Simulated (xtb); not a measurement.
xtb input (GFN1-xTB):

```bash
xtb mol.xyz --gfn 1 --opt tight --chrg 0 --uhf 0
```
mol.xyz:
```
5

F     -1.23374170    -1.03391258    -0.99026569
Sn     0.00000000     0.00000000     0.00000000
F      0.46246550     1.54435274    -0.98631649
F     -0.78245155     0.51224916     1.64228205
F      1.55372775    -1.02268932     0.33430014
```

Output:

```
           -------------------------------------------------
          |                Calculation Setup                |
           -------------------------------------------------

           -------------------------------------------------
          |                 G F N 1 - x T B                 |
           -------------------------------------------------

        Reference                      10.1021/acs.jctc.7b00118
      * Hamiltonian:
        H0-scaling (s, p, d)           1.850000    2.250000    2.000000
        zeta-weighting                 0.000000
      * Dispersion:
        s8                             2.400000
        a1                             0.630000
        a2                             5.000000
        s9                             0.000000
      * Repulsion:
        kExp                           1.500000
        rExp                           1.000000
      * Coulomb:
        alpha                          2.000000
        third order                    atomic
        anisotropic                    false
      * Halogen bond correction:
        rad-scale                      1.300000
        damping                        0.440000

          ...................................................
          :                      SETUP                      :
          :.................................................:
          :  # basis functions                  26          :
          :  # atomic orbitals                  25          :
          :  # shells                           11          :
          :  # electrons                        32          :
          :  # halogen bonds                     0          :
          :  max. iterations                   250          :
          :  Hamiltonian                  GFN1-xTB          :
          :  restarted?                      false          :
          :  GBSA solvation                  false          :
          :  PC potential                    false          :
          :  electronic temp.          300.0000000     K    :
          :  accuracy                    1.0000000          :
          :  -> integral cutoff          0.2500000E+02      :
          :  -> integral neglect         0.1000000E-07      :
          :  -> SCF convergence          0.1000000E-05 Eh   :
          :  -> wf. convergence          0.2000000E-04 e    :
          :  Broyden damping             0.4000000          :
          :  net charge                          0          :
          :  unpaired electrons                  0          :
          ...................................................

 iter      E             dE          RMSdq      gap      omega  full diag
   1    -23.0433236 -0.230433E+02  0.480E+00    3.39       0.0  T
   2    -23.0625263 -0.192027E-01  0.293E+00    3.49       1.0  T
   3    -23.0631082 -0.581850E-03  0.890E-01    3.53       1.0  T
   4    -23.0632594 -0.151273E-03  0.232E-02    3.52       1.9  T
   5    -23.0632608 -0.137990E-05  0.103E-03    3.52      43.4  T
   6    -23.0632608 -0.647745E-09  0.241E-04    3.52     185.4  T
   7    -23.0632608 -0.124292E-09  0.180E-06    3.52   24791.9  T
[...]
         :: -> electrostatic           0.038041018392 Eh    ::
         :: repulsion energy           0.009968003313 Eh    ::
         :: dispersion energy         -0.000944126657 Eh    ::
         :: halogen bond corr.         0.000000000000 Eh    ::
         :: add. restraining           0.000000000000 Eh    ::
         :: total charge              -0.000000000000 e     ::
         :::::::::::::::::::::::::::::::::::::::::::::::::::::

           -------------------------------------------------
          |                Property Printout                |
           -------------------------------------------------

    * Orbital Energies and Occupations

         #    Occupation            Energy/Eh            Energy/eV
      -------------------------------------------------------------
         1        2.0000           -1.0186685             -27.7194
       ...           ...                  ...                  ...
         4        2.0000           -0.8733406             -23.7648
         5        2.0000           -0.7972305             -21.6937
         6        2.0000           -0.5981929             -16.2777
         7        2.0000           -0.5981929             -16.2777
         8        2.0000           -0.5981929             -16.2777
         9        2.0000           -0.5884571             -16.0127
        10        2.0000           -0.5884571             -16.0127
        11        2.0000           -0.5827935             -15.8586
        12        2.0000           -0.5827935             -15.8586
        13        2.0000           -0.5827935             -15.8586
        14        2.0000           -0.5814482             -15.8220
        15        2.0000           -0.5814482             -15.8220
        16        2.0000           -0.5814482             -15.8220 (HOMO)
        17                         -0.4481254             -12.1941 (LUMO)
        18                         -0.1476409              -4.0175
        19                         -0.1476408              -4.0175
        20                         -0.1476408              -4.0175
        21                          0.0105383               0.2868
        22                          0.0105383               0.2868
        23                          0.3872618              10.5379
        24                          0.3872619              10.5379
        25                          0.3872619              10.5379
      -------------------------------------------------------------
                  HL-Gap            0.1333228 Eh            3.6279 eV
             Fermi-level           -0.5147868 Eh          -14.0081 eV

  Mulliken/CM5 charges         n(s)   n(p)   n(d)
     1F    -0.21568 -0.24730   1.860  5.356  0.000
     2Sn    0.86271  0.98921   1.823  0.818  0.496
     3F    -0.21568 -0.24730   1.860  5.356  0.000
     4F    -0.21568 -0.24730   1.860  5.356  0.000
     5F    -0.21568 -0.24730   1.860  5.356  0.000

Wiberg/Mayer (AO) data.
largest (>0.10) Wiberg bond orders for each atom

 ---------------------------------------------------------------------------
     #   Z sym  total        # sym  WBO       # sym  WBO       # sym  WBO
Note: The following floating-point exceptions are signalling: IEEE_DENORMAL
normal termination of xtb
 ---------------------------------------------------------------------------
     1   9 F    1.216 --     2 Sn   0.668     3 F    0.182     5 F    0.182
                             4 F    0.182
     2  50 Sn   2.674 --     4 F    0.668     5 F    0.668     3 F    0.668
                             1 F    0.668
     3   9 F    1.216 --     2 Sn   0.668     1 F    0.182     5 F    0.182
                             4 F    0.182
     4   9 F    1.216 --     2 Sn   0.668     1 F    0.182     3 F    0.182
                             5 F    0.182
     5   9 F    1.216 --     2 Sn   0.668     1 F    0.182     3 F    0.182
                             4 F    0.182
 ---------------------------------------------------------------------------

Topologies differ in total number of bonds
Writing topology from bond orders to xtbtopo.mol

 dipole moment from electron density (au)
     X       Y       Z
   0.0000   0.0000   0.0000  total (Debye):    0.000

           -------------------------------------------------
          |                Geometry Summary                 |
           -------------------------------------------------

      molecular mass/u    :      194.7037252
   center of mass at/Å    :        0.0000000       0.0000000       0.0000001
  moments of inertia/u·Å² :        0.1793829E+03   0.1793829E+03   0.1793829E+03
rotational constants/cm⁻¹ :        0.9397568E-01   0.9397567E-01   0.9397567E-01

 * 4 selected distances

     #   Z          #   Z                                           value/Å
     1   9 F        2  50 Sn                                      1.8816883 (max)
     2  50 Sn       3   9 F                                       1.8816882
     2  50 Sn       4   9 F                                       1.8816881 (min)
     2  50 Sn       5   9 F                                       1.8816881

 * 1 distinct bonds (by element types)

   Z      Z             #   av. dist./Å        max./Å        min./Å
   9 F   50 Sn          4     1.8816882     1.8816883     1.8816881

optimized geometry written to: xtbopt.xyz

           -------------------------------------------------
          | TOTAL ENERGY              -23.054990200107 Eh   |
          | GRADIENT NORM               0.000000141569 Eh/α |
          | HOMO-LUMO GAP               3.627898000360 eV   |
           -------------------------------------------------

------------------------------------------------------------------------
------------------------------------------------------------------------
 total:
 SCF:
 ANC optimizer:
```
